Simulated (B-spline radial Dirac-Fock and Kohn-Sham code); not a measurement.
# Two-hole binding energies of Os⁷⁺

System: Os⁷⁺, configuration [Xe] 4f14 5d1, inside a Watson sphere of charge -7 and radius 1.6 Å (a model of the Madelung potential; inside it an electron's potential energy is raised by 63.0 eV).

Calculated with a radial B-spline solver, using relaxed Dirac-Fock hole states (ΔSCF) with Breit and QED corrections and a finite nucleus. U is the two-hole binding energy less the two single-hole energies, the effective repulsion of the holes after relaxation. Each two-hole energy is an average over J within one jj subconfiguration.

```
          holes  E(a) (eV)  E(b) (eV)  E(ab) (eV)  U (eV)
           1s⁻²    73920.7    73920.7           ?       ?
   1s⁻¹ 3p1/2⁻¹    73920.7     2849.6     76903.6   133.3
   1s⁻¹ 3d5/2⁻¹    73920.7     2013.8     76039.9   105.4
        2p1/2⁻²    12439.9    12439.9     25183.9   304.1
2p1/2⁻¹ 2p3/2⁻¹    12439.9    10925.9     23622.9   257.1
   2s⁻¹ 3p3/2⁻¹    13028.3     2515.4     15637.9    94.2
   2s⁻¹ 3d3/2⁻¹    13028.3     2084.8     15219.4   106.3
2p1/2⁻¹ 3p3/2⁻¹    12439.9     2515.4     15054.4    99.1
2p1/2⁻¹ 3d3/2⁻¹    12439.9     2084.8     14629.8   105.1
   2p3/2⁻¹ 3s⁻¹    10925.9     3110.1     14131.9    95.9
        3p3/2⁻²     2515.4     2515.4      5099.0    68.1
        4f7/2⁻²      99.14      99.14       230.2    31.9
        5p1/2⁻²      100.3      100.3       221.8    21.3
5p1/2⁻¹ 5p3/2⁻¹      100.3      86.53       206.2    19.5
```

Question: Give the missing two-hole energy and U.

Answer: E(ab) = 149299.1 eV and U = 1457.6 eV.
